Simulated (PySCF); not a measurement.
A side-by-side comparison of computed properties.

First species: C6H4O2.
SMILES: `C=C1C(=O)C=CC1=O`

Second species: C3H6Cl2Si.
SMILES: `ClC(Cl)[C@@H]1C[SiH2]1`

Levels: PBE0/def2-SVPD for dipole moment, HOMO energy, LUMO energy, HOMO–LUMO gap, static isotropic polarisability and electronic spatial extent ⟨r²⟩ about the centre of nuclear charge; TDDFT PBE0/def2-SVPD for lowest singlet excitation; TDA PBE0/def2-SVPD for lowest triplet excitation (Tamm–Dancoff); GFN2-xTB for rotational constant A and rotational constant C. Geometries: GFN2-xTB. Each species is one conformer at its optimised geometry, gas phase, non-relativistic unless stated. Electronic properties by PySCF.

Dipoles, sizes and rotational constants follow the conformer. The torsions of the flexible species, by atom-mapped SMILES:
- `[Cl:1][CH:2]([Cl:3])[C@@H:4]1[CH2:5][SiH2:6]1`: Cl1–C2–C4–C5 162°

Question: Which has the higher dipole moment?

Answer: The second: 3.05 D against 1.14 D, a difference of 1.91 D.

Question: Which of the two has the higher HOMO–LUMO gap, and by how much?

Answer: The second: 6.97 eV against 4.71 eV, a difference of 2.26 eV.

Question: Which has the higher rotational constant A?

Answer: The first: 3.576 GHz against 2.620 GHz, a difference of 0.956 GHz.

Question: Which has the higher S1 energy?

Answer: The second: 5.99 eV against 2.98 eV, a difference of 3.01 eV.

Question: Which of the two has the higher static isotropic polarisability, and by how much?

Answer: The second: 92.6 au against 74.8 au, a difference of 17.8 au.

Question: Which has the higher rotational constant C?

Answer: The first: 1.368 GHz against 0.891 GHz, a difference of 0.477 GHz.

Question: Which of the two has the higher LUMO energy, and by how much?

Answer: The second: -0.45 eV against -2.91 eV, a difference of 2.46 eV.

Question: Which of the two has the higher T1 energy, and by how much?

Answer: The second: 4.83 eV against 2.53 eV, a difference of 2.30 eV.

On the first: A dipole of 1.14 D is allowed in C2v, and pure rotational transitions are dipole-allowed. The principal polarisabilities are 42.3, 89.5 and 92.6 au; their mean is the isotropic value.

On the second: The dipole equals about 10.2 × 10⁻³⁰ C·m (1 D = 3.33564 × 10⁻³⁰ C·m). The vertical singlet–triplet gap S1 − T1 is 1.16 eV (TDDFT singlet less Tamm–Dancoff triplet; S1: HOMO→LUMO, weight 0.56, beside HOMO→LUMO+1, weight 0.40; T1: HOMO→LUMO, weight 0.83).
